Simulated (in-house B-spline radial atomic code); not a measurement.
# RPA and G0W0 on BLYP: Cs VIII (Cs7+)

Configuration [Kr] 4d10 5s2, mean-field start BLYP. Computed with a B-spline radial code for spherical atoms: all electrons, scalar-relativistic (spin-free one-electron X2C), finite nucleus, each spin shell either full or empty, empty states to l = 9 with an (l + 1/2)⁻⁴ tail; G0W0 by contour deformation at full frequency.

Command:
```bash
python run_gw.py task.json out
```
Settings (radii: box in bohr, nucleus in fm):
```
Z                        55
electrons                48
configuration            [Kr] 4d10 5s2
hamiltonian              x2c
method                   b88,lyp
lmax                     9
rms_radius               4.8041
spin_polarised           False
box_radius               8.41
intervals                66
ion_configuration        [Kr] 4d10 5s1
```

Time taken, with all properties: 7 s on 1 thread of Arm Neoverse V2 (shared host).

Energies (hartree):

```json
{"term": "mean-field total", "value": "-7774.94885"}
{"term": "Hartree-Fock functional on these orbitals", "value": "-7771.77639"}
{"term": "direct second order", "value": "-4.4875"}
{"term": "second-order exchange", "value": "1.2242"}
{"term": "SOSEX correction", "value": "1.1415"}
```

What is the RPA correlation energy, and what remains with SOSEX?

RPA gives -3.9573 hartree (-2.24 eV per electron); RPA + SOSEX gives -2.8158, and the second-order doubles -3.2633 hartree (no singles). SOSEX takes back 29 % of the RPA value.

Quasi-particle levels (eV):

| level | occupied | mean field | Σx - vxc | Σc | QP weight | G0W0 |
| --- | --- | --- | --- | --- | --- | --- |
| 5s | yes | -104.78 | -3.84 | ? | ? | ? |
| 4d | yes | -162.01 | -13.81 | 0.75 | 0.903 | -175.07 |
| 5p | no | -87.87 | 7.64 | -1.99 | 0.964 | -82.22 |

G0W0 = mean field + (Σx - vxc) + Σc, with Σc (partial-wave tail included) taken at the quasi-particle energy. Only the outer levels were computed. Levels of low weight are left out.

Where does G0W0 put 5s?

At -111.53 eV, with Σc = -2.91 eV and a quasi-particle weight of 0.966. The tabulated removal energy is 110.1 ± 0.6 eV (NIST, semi-empirical); the calculation leaves out spin-orbit coupling, Breit and QED terms, and what these don't explain is the method's own error.

What does it cost to remove one electron (to [Kr] 4d10 5s1) by differences of total energies, each species on its own start (correlation terms add to the Hartree-Fock functional)?

BLYP 111.63 eV, Hartree-Fock functional 108.37 eV, + RPA 111.43 eV, + RPA + SOSEX 110.77 eV, + second order 112.38 eV. Tabulated: 110.1 ± 0.6 eV (NIST, semi-empirical); the calculation leaves out spin-orbit coupling, Breit and QED terms, and what these don't explain is the method's own error.
